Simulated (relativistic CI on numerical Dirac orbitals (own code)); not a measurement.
**Energy levels of Ag21+**

Method of calculation: Dirac-Coulomb-Breit CI, orbitals from a KLI potential per configuration, model QED, unscaled Slater integrals (own radial code, finite nucleus).

Configurations in the expansion (outside the closed core [Ne]): 3s2 3p6 3d8, 3s2 3p5 3d9, 3s2 3p4 3d10, 3s 3p6 3d9, 3p6 3d10, 3s 3p5 3d10, 3s2 3p6 3d7 4s, 3s2 3p6 3d7 4p, 3s2 3p6 3d7 4d, 3s2 3p6 3d7 4f, 3s2 3p4 3d9 4s, 3s2 3p5 3d8 4s, 3s2 3p6 3d6 4s2, 3s2 3p4 3d9 4p, 3s2 3p6 3d6 4s 4p, 3s2 3p5 3d8 4p, 3s2 3p6 3d7 5s, 3s2 3p6 3d6 4p2, 3s2 3p4 3d9 4d, 3s2 3p6 3d7 5p, 3s 3p5 3d9 4s, 3s2 3p6 3d6 4s 4d, 3s2 3p5 3d8 4d, 3s2 3p6 3d7 5d, 3s 3p5 3d9 4p, 3s 3p6 3d8 4s, 3s2 3p6 3d6 4p 4d, 3s2 3p6 3d7 5f, 3s2 3p5 3d7 4s2, 3s2 3p6 3d7 5g, 3s 3p6 3d8 4p, 3s 3p5 3d9 4d, 3s2 3p5 3d8 4f, 3s2 3p6 3d6 4d2, 3p6 3d9 4s, 3s2 3p6 3d7 6s. Levels of other configurations are missing.

The lowest level is 3s2 3p6 3d8 3F_4, with 97 % of that term; Hund's rules for 3s2 3p6 3d8 give 3F with J = 4, in agreement.

```csv
No.,Configuration,Term,J,E (eV),%,Next component (%),Lifetime (s)
1,3s2 3p6 3d8,3F,4,0.000,97,3 1G,
2,3s2 3p6 3d8,1D,2,4.617,48,30 3F,8.62e+01
3,3s2 3p6 3d8,3F,3,5.796,100,,3.89e-04
4,3s2 3p6 3d8,3P,2,10.066,53,46 3F,5.37e-04
5,3s2 3p6 3d8,3P,0,11.787,85,14 1S,1.13e+00
6,3s2 3p6 3d8,3P,1,13.124,100,,5.73e-04
7,3s2 3p6 3d8,1G,4,14.766,97,3 3F,4.99e-04
8,3s2 3p6 3d8,1D,2,15.738,51,25 3P,1.73e-04
9,3s2 3p6 3d8,1S,0,30.183,85,14 3P,4.91e-05
10,3s2 3p5 3d9,3F°,4,193.073,100,,5.69e-12
11,3s2 3p5 3d9,1D°,2,196.959,70,17 3P°,3.32e-12
12,3s2 3p5 3d9,3F°,3,202.652,55,45 3D°,2.44e-12
13,3s2 3p5 3d9,3D°,2,208.233,52,29 3P°,1.97e-12
14,3s2 3p5 3d9,3P°,1,209.071,88,7 1P°,2.30e-12
15,3s2 3p5 3d9,3P°,0,210.563,100,,2.41e-12
16,3s2 3p5 3d9,3D°,3,212.911,42,34 3F°,1.68e-12
17,3s2 3p5 3d9,3D°,1,215.071,61,39 1P°,1.53e-12
18,3s2 3p5 3d9,3F°,2,233.437,67,22 1D°,2.96e-12
19,3s2 3p5 3d9,3P°,2,236.065,47,43 3D°,1.38e-12
20,3s2 3p5 3d9,1F°,3,245.722,75,13 3D°,9.10e-13
21,3s2 3p5 3d9,1P°,1,251.156,53,34 3D°,1.20e-12
22,3s 3p6 3d9,3D,3,345.896,100,,3.11e-12
23,3s 3p6 3d9,3D,2,348.401,81,17 1D,3.29e-12
24,3s 3p6 3d9,3D,1,352.500,100,,3.24e-12
25,3s 3p6 3d9,1D,2,356.221,74,18 3D,4.01e-12
26,3d7(4F) 4s,5F,5,397.561,87,12 3G,4.00e-08
27,3d7(4F) 4s,3F,4,399.623,47,38 5F,4.00e-09
28,3d7(4F) 4s,5F,3,403.601,80,9 3D,5.54e-09
29,3d7(4F) 4s,5F,4,403.679,58,37 3F,5.49e-09
30,3d7(4F) 4s,5F,2,404.320,51,22 3D,4.98e-10
```

Energies count from the lowest computed level; ° marks odd parity; lifetimes are radiative, by E1, M1, E2, M2 decay to levels of this space only. Percentages are summed over parent terms; the parents shown are those of the largest component, closed shells are left out there.

The mean weight of the leading LS term, summed over parents, in these 30 levels is 73 %, and that of the leading jj configuration (from the same eigenvectors) 81 %.

At this charge energies of transitions that change n are usually good to better than 1 %, and those within a shell (Δn = 0) to a few per cent. Terms inside the open d or f shell come out 10 to 20 % too wide with unscaled integrals.

LS names give the leading component of a level, which can be under half, so a name can repeat, a term be missing and a line seem to break the LS rules.
